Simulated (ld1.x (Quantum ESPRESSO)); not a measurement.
Which change was made? (Si, ultrasoft)

Si, ultrasoft, made with ld1.x (Quantum ESPRESSO) 7.5 (PBE, non-relativistic). Core [Ne], reference 3s2 3p1 (charge +1). Waves: 3s (bound): rcut 1.40, rcutus 1.70 bohr; 3s channel at 1.25 Ry: rcut 1.40, rcutus 1.70 bohr; 3p (bound): rcut 2.10, rcutus 2.50 bohr; 3p channel at -0.25 Ry: rcut 2.10, rcutus 2.50 bohr. Local part: all-electron potential smoothed inside 2.10 bohr (lloc = -1). Core correction: none. Augmentation charge: built from norm-conserving waves at rcut, not smoothed further.

Cutoffs, loose and tight: the cutoffs (Ry, on a coarse ladder) from which the occupation-weighted sum of valence levels, in a spherical-Bessel basis at the reference potential, stays within 10 and 1 mRy of its value at 400 Ry. They do not see the model core or the augmentation charge, which bear on the density cutoff. Test errors are all-electron minus pseudo excitation energies from the reference, over the configurations 3s2 3p2; 3s2 3p0; 3s1 3p0; 3s2 3p2.3; 3s1 3p2; 3s0 3p4; 3s1 3p3; variants that change the core or the reference have their own tests.

The base gives: outcome: generated; cutoff, loose: 10 Ry; cutoff, tight: 15 Ry; bound ghosts: none; largest test error (meV): +63.

Question: After one change the result is: outcome: generated; cutoff, loose: 15 Ry; cutoff, tight: 18 Ry; bound ghosts: none; largest test error (meV): +72. Which change was it?
A. local potential all-electron potential smoothed inside 2.80 bohr (lloc = -1)
B. type PAW; local potential all-electron potential smoothed inside 2.30 bohr (lloc = -1); core correction a·sin(br)/r model core, default radius (ld1.x builds one for every PAW set, though the input has nlcc=.false.); augmentation BESSEL, radius 1.20 bohr
C. augmentation PSQ, radius 1.50 bohr
D. all radii scaled by about 0.91 (s 1.56, p 2.28 bohr, rcut 1.28/1.92); local potential all-electron potential smoothed inside 1.92 bohr (lloc = -1)

Answer: D. The others give: local potential all-electron potential smoothed inside 2.80 bohr (lloc = -1) → outcome: generated, overlap not positive; bound ghosts: not determined (overlap not positive); largest test error (meV): +63 | type PAW; local potential all-electron potential smoothed inside 2.30 bohr (lloc = -1); core correction a·sin(br)/r model core, default radius (ld1.x builds one for every PAW set, though the input has nlcc=.false.); augmentation BESSEL, radius 1.20 bohr → outcome: failed: new_paw_hamiltonian: negative rho | augmentation PSQ, radius 1.50 bohr → outcome: generated; cutoff, loose: 10 Ry; cutoff, tight: 15 Ry; bound ghosts: none; largest test error (meV): +38. A file whose overlap is not positive is unfit for use, and its test errors describe a broken file.
